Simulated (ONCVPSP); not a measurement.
**How hard is this thulium ONCV potential?**

thulium, optimised norm-conserving Vanderbilt (ONCV), made with ONCVPSP 4.0.1 (PBE, scalar-relativistic). Core [Kr] 4d10, reference 4f13 5s2 5p6 6s2. Waves: 5s+6s: rc 2.20 bohr, ncon 3, nbas 6, qcut 6.3 1/bohr, 2 projectors; 5p: rc 2.05 bohr, ncon 3, nbas 7, qcut 6.3 1/bohr, 1 projector; d scattering state at 0.15 Ha: rc 1.80 bohr, ncon 4, nbas 8, qcut 5 1/bohr, 3 projectors, debl 0.4 Ha; 4f: rc 0.95 bohr, ncon 3, nbas 7, qcut 17.5 1/bohr, 1 projector. Local part: polynomial inside 0.75 bohr (lpopt 5, dvloc0 3 Ha). Core correction: Teter function, fcfact 3.25, rcfact 1.75.

In the d channel the program set the typed energies aside and used 0.050, 0.450, 0.850 Ha.

For each optimised wave give the share of its norm inside rc, the residual kinetic energy above qcut (Ha) and the cutoffs (Ha) for errors of 10, 1, 0.1 and 0.01 mHa per electron.

```
         wave  norm inside rc  residual KE  10 mHa  1 mHa  0.1 mHa     0.01 mHa
           5s           0.976      2.0e-07     7.8   11.8     14.7         16.7
           6s           0.074      1.3e-07     2.9   10.0     13.4         16.0
           5p           0.867      6.3e-07     6.3    8.3     10.1         16.2
d projector 1           0.318      8.6e-05     7.3   10.1     12.3         19.7
d projector 2           0.154      6.8e-05     6.9    9.8     12.1         15.1
d projector 3           0.098      7.4e-05     6.9    9.8     12.2         14.6
           4f           0.726      8.9e-05   115.7  131.6    149.9  not reached
```

The occupied waves need 132 Ha and 150 Ha for 1 and 0.1 mHa. Note: ghosts flagged at negative energy: s at -336.9 eV, p at -120.2 eV; GHOST(+) flagged for d at 171.3 eV. A true bound ghost makes a file unfit for plane-wave use. Tests left out (the all-electron energies of this program are off by 10 to 40 meV for near-neutral 4f atoms).
